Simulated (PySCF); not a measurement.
Gas-phase reaction: GaBr + IBr → GaI + Br2

Energies from PySCF (xtb for GFN2), thermal terms from the rigid-rotor harmonic-oscillator model, ideal gas at 1 bar. † marks an energy on the PBE0/def2-TZVP geometry and frequencies; other levels use their own. All species are closed-shell singlets. I: scalar-relativistic def2 core potential, no spin-orbit coupling. Br, Ga: all electrons, no relativistic terms.

PBE0/def2-TZVP gives ΔH°(298 K) = 50 kJ.

Task: What do M06-2X/def2-TZVP†, GFN2-xTB, HF/def2-TZVP† give?

Result: M06-2X/def2-TZVP†: 51 kJ; GFN2-xTB: 36 kJ; HF/def2-TZVP†: 56 kJ. For scale, ΔH°(298 K) is 50 kJ at this level, 54 kJ at ωB97M-V/def2-TZVP†, and runs from 36 to 56 kJ over the 18 levels computed († marks an energy on the PBE0/def2-TZVP geometry).
